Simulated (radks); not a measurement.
Eu, 63 electrons, occupied as [Xe] 4f7 6s2 (the NIST ground configuration). Calculated with a radial shooting solver on a logarithmic mesh with Libxc functionals: Dirac Kohn-Sham, SOGGA, spin-unpolarised, spherical densities, finite nucleus; open shells are shared between the two j in proportion to 2j + 1; Fermi nuclear charge, rms radius 5.1115 fm.

Spin-orbit splittings of the eigenvalues, e(l+1/2) - e(l-1/2), with zeta = 2 splitting/(2l+1) and mean radii in bohr:

[
 {"shell": "2p", "occ.": "6", "splitting (eV)": "647.6", "zeta (eV)": "431.7", "<r> j=l-1/2": "0.07908", "<r> j=l+1/2": "0.08581"},
 {"shell": "3p", "occ.": "6", "splitting (eV)": "132.0", "zeta (eV)": "88.00", "<r> j=l-1/2": "0.2389", "<r> j=l+1/2": "0.2518"},
 {"shell": "3d", "occ.": "10", "splitting (eV)": "28.73", "zeta (eV)": "11.49", "<r> j=l-1/2": "0.2236", "<r> j=l+1/2": "0.2276"},
 {"shell": "4p", "occ.": "6", "splitting (eV)": "29.18", "zeta (eV)": "19.45", "<r> j=l-1/2": "0.5792", "<r> j=l+1/2": "0.6086"},
 {"shell": "4d", "occ.": "10", "splitting (eV)": "5.234", "zeta (eV)": "2.094", "<r> j=l-1/2": "0.6483", "<r> j=l+1/2": "0.6588"},
 {"shell": "4f", "occ.": "7", "splitting (eV)": "0.6162", "zeta (eV)": "0.1761", "<r> j=l-1/2": "0.9661", "<r> j=l+1/2": "0.9885"},
 {"shell": "5p", "occ.": "6", "splitting (eV)": "3.810", "zeta (eV)": "2.540", "<r> j=l-1/2": "1.562", "<r> j=l+1/2": "1.662"}
]
